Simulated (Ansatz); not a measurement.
`[NH2][Mo]([F])(=[S])=[S]` + H₂O → `[OH][Mo]([F])(=[S])=[S]` + NH₃ at 400 K and 1 bar (formal hydrolysis of a Mo–N bond).

Isolated molecules relaxed with PBE0-D4/def2-TZVP in Ansatz; ΔE leaves out vibrations. CBS: MP2 limit from def2 TZ/QZ plus the TZ coupled-cluster correction, frozen cores. This one scheme is used for every species. Elements past krypton have def2 core potentials. For Mo outer-core shells are correlated without core-valence functions, which leaves a few kJ/mol of doubt a bond. Each species was taken in one conformer, which may not be the lowest.

| species | CCSD(T)/CBS energy (Eh) | H − E (kJ/mol) | S (J/(mol·K)) |
| --- | --- | --- | --- |
| `[NH2][Mo]([F])(=[S])=[S]` | -1019.53735 | 115.0 | 384.3 |
| H₂O | -76.37941 | 69.8 | 198.6 |
| `[OH][Mo]([F])(=[S])=[S]` | -1039.41067 | 81.4 | 379.2 |
| NH₃ | -56.50880 | 104.2 | 203.1 |

H − E and S are ideal-gas, rigid-rotor, harmonic terms from PBE0-D4/def2-TZVP, for one conformer and one mirror image of each species. 1 Eh = 2625.50 kJ/mol, R = 8.31446 J/(mol·K).

Question: By hand: ΔE, ΔH, ΔS and ΔG.

Answer: ΔE = (-1039.41067) + (-56.50880) − (-1019.53735) − (-76.37941) = -0.00271 Eh = -7.1 kJ/mol. Δ(H − E) = 81.4 + 104.2 − 115.0 − 69.8 = 0.8, so ΔH = -6.3 kJ/mol. ΔS = 379.2 + 203.1 − 384.3 − 198.6 = -0.6 J/(mol·K). ΔG = -6.3 − 400 × (-0.6)/1000 = -6.1 kJ/mol.

Question: By hand: the equilibrium constant, and the temperature at which ΔG would vanish if ΔH and ΔS stayed fixed.

Answer: log₁₀ K = −ΔG/(RT ln 10) = 0.8. ΔG = 0 at ΔH/ΔS = 10500 K, far beyond where these terms or the molecules hold.

The number of gas molecules stays the same, so ΔS is small and ΔH decides. A doubt of 5 kJ/mol in ΔE shifts log₁₀ K by 0.7 here. Other conformers and mirror images would add mixing entropy, several J/(mol·K) or more a flexible species. These are equilibria of isolated gas molecules and say nothing of rates. Largest T1 diagnostic: 0.025 (customary marks: 0.02 for closed shells, 0.045 for open ones).
